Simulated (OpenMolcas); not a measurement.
# Computed transition rates of Co

| Quantity | Value |
| --- | --- |
| Program | OpenMolcas 26.06 |
| Method | MS-CASPT2, IPEA 0.25 Eh, imaginary shift 0.1 Eh (closed shells correlated: 3s 3p) |
| Basis | ANO-RCC-VQZP [7s6p4d3f2g1h] |
| Scalar Hamiltonian | DKH2, point nucleus |
| Active space | 9 electrons in 6 orbitals (3d 4s) |
| State averaging | 2S+1 = 4 even, 20 roots; 2S+1 = 2 even, 40 roots kept (CI in the orbitals of an earlier block) |
| Spin-orbit coupling | state interaction with AMFI integrals over the reference wave functions, term energies averaged over their components |

Rates come from the transition moments of the reference wave functions (E1 and E2 in the length form). At fixed line strength A goes as λ^-3 for E1 and M1 and as λ^-5 for E2, so a rate at the computed wavelength can be rescaled to the measured one. Measured vacuum wavelengths follow from level energies in NIST Handbook of Basic Atomic Spectroscopic Data. Branching counts decays inside the model space alone, at computed energies, and the table is only a selection of the E2 and M1 lines, drawn from those between levels with measured partners whose computed energy lies within a factor of 1.5 of the measured one.

| Upper | Lower | Type | λ computed (nm) | λ measured (nm) | A computed (s-1) | A rescaled (s-1) | Branching % |
| --- | --- | --- | --- | --- | --- | --- | --- |
| 3d⁷ 4s² ⁴F_3/2 | 3d⁷ 4s² ⁴F_5/2 | M1 | 25970 | 24850 | 3.71e-03 | 4.23e-03 | 100.0 |
| 3d⁸ 4s ⁴F_3/2 | 3d⁸ 4s ⁴F_5/2 | M1 | 23950 | 25930 | 4.66e-03 | 3.67e-03 | 30.4 |
| 3d⁷ 4s² ⁴F_5/2 | 3d⁷ 4s² ⁴F_7/2 | M1 | 17740 | 16920 | 1.04e-02 | 1.20e-02 | 100.0 |
| 3d⁸ 4s ⁴F_5/2 | 3d⁸ 4s ⁴F_7/2 | M1 | 17060 | 18260 | 1.14e-02 | 9.30e-03 | 53.1 |
| 3d⁸ 4s ⁴F_7/2 | 3d⁸ 4s ⁴F_9/2 | M1 | 14950 | 15150 | 9.87e-03 | 9.48e-03 | 51.9 |
| 3d⁷ 4s² ⁴F_7/2 | 3d⁷ 4s² ⁴F_9/2 | M1 | 13020 | 12250 | 1.53e-02 | 1.84e-02 | 100.0 |
| 3d⁸ 4s ²F_5/2 | 3d⁸ 4s ²F_7/2 | M1 | 9330 | 9819 | 1.95e-02 | 1.67e-02 | 57.7 |
| 3d⁸ 4s ²F_7/2 | 3d⁸ 4s ⁴F_5/2 | M1 | 4927 | 3633 | 4.28e-03 |  | 10.7 |
| 3d⁸ 4s ²F_5/2 | 3d⁸ 4s ⁴F_3/2 | M1 | 3726 | 2954 | 9.99e-03 |  | 29.5 |
| 3d⁸ 4s ²F_5/2 | 3d⁸ 4s ⁴F_5/2 | M1 | 3224 | 2652 | 2.63e-03 |  | 7.8 |
| 3d⁸ 4s ²F_7/2 | 3d⁸ 4s ⁴F_9/2 | M1 | 3044 | 2525 | 3.30e-02 |  | 82.6 |
| 3d⁷ 4s² ⁴P_3/2 | 3d⁷ 4s² ⁴F_3/2 | E2 | 739.4 | 817.9 | 6.50e-03 | 3.92e-03 | 9.3 |
| 3d⁷ 4s² ⁴P_1/2 | 3d⁷ 4s² ⁴F_3/2 | E2 | 719.1 | 794.3 | 3.79e-02 | 2.30e-02 | 53.6 |
| 3d⁷ 4s² ⁴P_3/2 | 3d⁷ 4s² ⁴F_5/2 | E2 | 718.9 | 791.8 | 2.27e-02 | 1.40e-02 | 32.4 |
| 3d⁷ 4s² ⁴P_5/2 | 3d⁷ 4s² ⁴F_7/2 | E2 | 701 | 770.4 | 1.65e-02 | 1.03e-02 | 18.0 |
| 3d⁷ 4s² ⁴P_1/2 | 3d⁷ 4s² ⁴F_5/2 | E2 | 699.7 | 769.7 | 2.84e-02 | 1.76e-02 | 40.2 |
| 3d⁷ 4s² ⁴P_3/2 | 3d⁷ 4s² ⁴F_7/2 | E2 | 690.9 | 756.4 | 3.81e-02 | 2.42e-02 | 54.5 |
| 3d⁷ 4s² ⁴P_5/2 | 3d⁷ 4s² ⁴F_9/2 | E2 | 665.2 | 724.9 | 6.69e-02 | 4.35e-02 | 73.2 |
| 3d⁸ 4s ⁴P_3/2 | 3d⁷ 4s² ⁴F_3/2 | E2 | 505.3 | 716.1 | 6.83e-02 | 1.19e-02 | 9.3 |
| 3d⁸ 4s ⁴P_1/2 | 3d⁷ 4s² ⁴F_3/2 | E2 | 500.3 | 695.1 | 3.66e-01 | 7.07e-02 | 53.5 |
| 3d⁸ 4s ⁴P_3/2 | 3d⁷ 4s² ⁴F_5/2 | E2 | 495.6 | 696 | 2.19e-01 | 4.01e-02 | 29.9 |
| 3d⁸ 4s ⁴P_1/2 | 3d⁷ 4s² ⁴F_5/2 | E2 | 490.9 | 676.2 | 2.69e-01 | 5.42e-02 | 39.4 |
| 3d⁸ 4s ⁴P_5/2 | 3d⁷ 4s² ⁴F_7/2 | E2 | 485.6 | 696 | 1.19e-01 | 1.97e-02 | 15.5 |
| 3d⁸ 4s ⁴P_3/2 | 3d⁷ 4s² ⁴F_7/2 | E2 | 482.2 | 668.5 | 3.62e-01 | 7.07e-02 | 49.4 |
| 3d⁸ 4s ⁴P_5/2 | 3d⁷ 4s² ⁴F_9/2 | E2 | 468.1 | 658.6 | 4.65e-01 | 8.43e-02 | 60.4 |

Spin-changing lines and M1 lines between different terms are not rescaled, since their strength hangs on the term gaps too.

The largest correction is for 3d⁸ 4s ⁴P_5/2 → 3d⁷ 4s² ⁴F_7/2 (E2): 1.19e-01 × (485.6 / 696)^5 = 1.97e-02 s-1, a factor of 0.17.

The computed rate and branching of 3d⁷ 4s² ⁴F_7/2 → 3d⁷ 4s² ⁴F_9/2 give the upper level a radiative lifetime of 1.000 / 1.53e-02 s-1 = 6.54e+01 s, counting decays inside the model space alone. The rescaled rate gives about 5.4e+01 s.

No measured rate stands beside these. Rescaling mends the energy factor alone: line strengths can still be far off where a level mixes with configurations outside the active space, and weak or spin-changing lines hang on small mixing coefficients that depend on the term gaps too, so rescaling need not improve them.

Term energies are means over components that CASPT2 splits; among the terms shown or strongly mixed into the levels shown the widest spread is 2100 cm-1 (3d⁸ 4s ²F). Terms from blocks run as CI alone lack orbitals of their own. A single d shell beside an s shell can misplace configurations of different d count against each other. Computed and measured levels are paired by configuration, term and J; levels that our copy of the source lacks, or whose pairing is in doubt (as where it misses far off the trend of its configuration), stay unpaired. Levels of configurations outside the active space are missing.
